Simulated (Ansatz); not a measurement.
Cost and result for the atomization energy of BrH6NSi3, SMILES `[SiH3]N([SiH3])[Si]Br` (11 atoms, 10 bonds).

Cartesian coordinates in Å:
```
Si -0.667 0.353 1.547
N 0.099 -0.439 0.179
Si 0.258 0.522 -1.291
Si 0.611 -2.066 0.418
Br 1.498 -2.541 -1.638
H 0.110 1.552 1.950
H -2.050 0.763 1.198
H -0.695 -0.631 2.660
H 1.679 0.718 -1.654
H -0.341 1.845 -0.957
H -0.501 -0.078 -2.411
```

Charge 0, multiplicity 1. Correlated methods include outer-core shells of Br, which these sets cover unevenly. Scalar relativity is left out up to krypton. Geometry: relaxed with PBE0-D4/def2-TZVP. It is one conformer, not always the lowest. Program: Ansatz. All runs use 3 threads of an AMD EPYC 7R13 on a shared host and a share of an NVIDIA H100 80 GB. Times are those of one run each, without the atoms' runs, and a repeat can differ threefold. Electronic energies, without spin–orbit coupling; frozen cores. CCSD(T)/CBS adds CCSD(T) − MP2 in def2-TZVPP to the MP2 limit, and its time is that of the two runs behind it. T1 = 0.012. With those shells the extrapolation isn't a true limit. B3LYP takes the VWN-RPA correlation (the form of Gaussian; ORCA's B3LYP/G). HSE06 is the plane-wave form, built on full-range PBE exchange.

CCSD(T)/CBS is a level of theory with its own doubt, some kJ/mol a heavy atom from the limit and from the frozen cores, so smaller differences don't rank the functionals.

```tsv
level	functions	wall time
BLYP-D4/def2-TZVPP	289	1.9 s
revPBE-D4/def2-TZVPP	289	2.1 s
LDA (SPW92)/def2-TZVPP	289	2.3 s
r2SCAN-D4/def2-TZVPP (with forces)	289	2.4 s
BHLYP-D4/def2-TZVPP	289	2.4 s
HSE06-D4/def2-TZVPP	289	2.6 s
CCSD(T)/def2-SVP	130	2.9 s
r2SCANh-D4/def2-TZVPP	289	3.1 s
B3LYP-D4/def2-TZVPP (with forces)	289	3.5 s
ωB97X-V/def2-TZVPP	289	6 s
CCSD(T)/def2-TZVPP	289	6.5 s
CCSD(T)/def2-QZVPP	536	2.4 min
CCSD(T)/CBS(def2)	–	2.5 min
```

Problem. What atomization energy does each give, and how far from CCSD(T)/CBS? (Estimate.)

Solution. Ansatz gave: 
```
                             level  atomization (kJ/mol)  difference from CCSD(T)/CBS  per bond
                BLYP-D4/def2-TZVPP                3432.1                        -35.2      -3.5
              revPBE-D4/def2-TZVPP                3383.6                        -83.7      -8.4
            LDA (SPW92)/def2-TZVPP                3855.2                        387.9      38.8
r2SCAN-D4/def2-TZVPP (with forces)                3438.5                        -28.8      -2.9
               BHLYP-D4/def2-TZVPP                3397.1                        -70.2      -7.0
               HSE06-D4/def2-TZVPP                3412.1                        -55.2      -5.5
                  CCSD(T)/def2-SVP                3169.2                       -298.1     -29.8
             r2SCANh-D4/def2-TZVPP                3422.0                        -45.3      -4.5
 B3LYP-D4/def2-TZVPP (with forces)                3453.1                        -14.2      -1.4
                ωB97X-V/def2-TZVPP                3480.7                         13.4       1.3
                CCSD(T)/def2-TZVPP                3350.9                       -116.4     -11.6
                CCSD(T)/def2-QZVPP                3420.8                        -46.5      -4.6
                 CCSD(T)/CBS(def2)                3467.3                          0.0       0.0
```

From r2SCAN to r2SCAN0 (25 % exact exchange), in def2-TZVPP and without D4, the atomization energy moves by −41.4 kJ/mol: exact exchange takes away binding that semilocal exchange gives to molecules. The D4 term adds +63.9 kJ/mol with B3LYP and +33.4 kJ/mol with PBE0; it sums over pairs of atoms, weighted by their polarisabilities, and B3LYP, whose exchange is more repulsive, gets the larger term. In def2-TZVPP, CCSD(T) changes the Hartree–Fock value by +842.4 kJ/mol (the triples alone add +51.0 kJ/mol) and MP2 by +864.5 kJ/mol; breaking electron pairs costs correlation energy, which Hartree–Fock lacks.
